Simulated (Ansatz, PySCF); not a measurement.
Bond stretch in H5AlO, SMILES [OH2+][AlH3-]. The Al1–O5 bond (Al1 also carries H, H, H; O5 carries H, H) is pulled apart rigidly from the PBE0/def2-TZVP optimised geometry.

- UHF/def2-TZVP, density fitting (PySCF)
- RHF/def2-TZVP, density fitting (PySCF)
- UKS-BHandHLYP = unrestricted BHandHLYP/def2-TZVP (PySCF 2.14.0)
- RKS-BHandHLYP = PySCF with restricted BHandHLYP/def2-TZVP
- UKS-B3LYP = PySCF with unrestricted B3LYP/def2-TZVP
- RKS-B3LYP = restricted B3LYP/def2-TZVP in PySCF 2.14.0
- UKS-PBE = unrestricted PBE/def2-TZVP in Ansatz (a program for electronic structure)
- RKS-PBE = restricted PBE/def2-TZVP run with Ansatz
- UKS-B3LYP/6-31G* = unrestricted B3LYP/6-31G*, spherical d run with PySCF
- RKS-B3LYP/6-31G* = restricted B3LYP/6-31G*, spherical d in PySCF 2.14.0
- UKS-B3LYP/LANL2DZ = unrestricted B3LYP/LANL2DZ, with its core potentials past Ne in PySCF
- RKS-B3LYP/LANL2DZ = restricted B3LYP/LANL2DZ, with its core potentials past Ne in PySCF
- UKS-B3LYP/6-311+G** = unrestricted B3LYP/6-311+G**, spherical d (PySCF)
- RKS-B3LYP/6-311+G** = restricted B3LYP/6-311+G**, spherical d (PySCF)

Scanned distances (Å): 1.52, 1.61, 1.73, 1.82, 1.92, 1.99, 2.03, 2.09, 2.18, 2.22, 2.34, 2.54, 2.73, 3.02, 3.32, 3.70, 4.08, 4.45, 4.92, 5.52, 6.12.

Where does the unrestricted solution first break spin symmetry (<S²> of 0.01 or more)?

UHF: at none of the points with a result; UKS-BHandHLYP: at none of the points with a result; UKS-B3LYP: at none of the points with a result; UKS-PBE: at none of the points with a result; UKS-B3LYP/6-31G*: at none of the points with a result; UKS-B3LYP/LANL2DZ: at none of the points with a result; UKS-B3LYP/6-311+G**: at none of the points with a result.

```tsv
R / Å	<S²> UHF	E(RHF) − E(UHF) / kcal/mol	<S²> UKS-BHandHLYP	E(RKS-BHandHLYP) − E(UKS-BHandHLYP) / kcal/mol	<S²> UKS-B3LYP	E(RKS-B3LYP) − E(UKS-B3LYP) / kcal/mol	<S²> UKS-PBE	E(RKS-PBE) − E(UKS-PBE) / kcal/mol	<S²> UKS-B3LYP/6-31G*	E(RKS-B3LYP/6-31G*) − E(UKS-B3LYP/6-31G*) / kcal/mol	<S²> UKS-B3LYP/LANL2DZ	E(RKS-B3LYP/LANL2DZ) − E(UKS-B3LYP/LANL2DZ) / kcal/mol	<S²> UKS-B3LYP/6-311+G**	E(RKS-B3LYP/6-311+G**) − E(UKS-B3LYP/6-311+G**) / kcal/mol
1.52	0.00	0.0	0.00	0.0	0.00	0.0	0.00	0.0	0.00	0.0	0.00	0.0	0.00	0.0
1.61	0.00	0.0	0.00	0.0	0.00	0.0	0.00	0.0	0.00	0.0	0.00	0.0	0.00	0.0
1.73	0.00	0.0	0.00	0.0	0.00	0.0	0.00	0.0	0.00	0.0	0.00	0.0	0.00	0.0
1.82	0.00	0.0	0.00	0.0	0.00	0.0	0.00	0.0	0.00	0.0	0.00	0.0	0.00	0.0
1.92	0.00	0.0	0.00	0.0	0.00	0.0	0.00	0.0	0.00	0.0	0.00	0.0	0.00	0.0
1.99	0.00	0.0	0.00	0.0	0.00	0.0	0.00	0.0	0.00	0.0	0.00	0.0	0.00	0.0
2.03	0.00	0.0	0.00	0.0	0.00	0.0	0.00	0.0	0.00	0.0	0.00	0.0	0.00	0.0
2.09	0.00	0.0	0.00	0.0	0.00	0.0	0.00	0.0	0.00	0.0	0.00	0.0	0.00	0.0
2.18	0.00	0.0	0.00	0.0	0.00	0.0	0.00	0.0	0.00	0.0	0.00	0.0	0.00	0.0
2.22	0.00	0.0	0.00	0.0	0.00	0.0	0.00	0.0	0.00	0.0	0.00	0.0	0.00	0.0
2.34	0.00	0.0	0.00	0.0	0.00	0.0	0.00	0.0	0.00	0.0	0.00	0.0	0.00	0.0
2.54	0.00	0.0	0.00	0.0	0.00	0.0	0.00	0.0	0.00	0.0	0.00	0.0	0.00	0.0
2.73	0.00	0.0	0.00	0.0	0.00	0.0	0.00	0.0	0.00	0.0	0.00	0.0	0.00	0.0
3.02	0.00	0.0	0.00	0.0	0.00	0.0	0.00	0.0	0.00	0.0	0.00	0.0	0.00	0.0
3.32	0.00	0.0	0.00	0.0	0.00	0.0	0.00	0.0	0.00	0.0	0.00	0.0	0.00	0.0
3.70	0.00	0.0	0.00	0.0	0.00	0.0	0.00	0.0	0.00	0.0	0.00	0.0	0.00	0.0
4.08	0.00	0.0	0.00	0.0	0.00	0.0	0.00	0.0	0.00	0.0	0.00	0.0	0.00	0.0
4.45	0.00	0.0	0.00	0.0	0.00	0.0	0.00	0.0	0.00	0.0	0.00	0.0	0.00	0.0
4.92	0.00	0.0	0.00	0.0	0.00	0.0	0.00	0.0	0.00	0.0	0.00	0.0	0.00	0.0
5.52	0.00	0.0	0.00	0.0	0.00	0.0	0.00	0.0	0.00	0.0	0.00	0.0	0.00	0.0
6.12	0.00	0.0	0.00	0.0	0.00	0.0	0.00	0.0	0.00	0.0	0.00	0.0	0.00	0.0
```
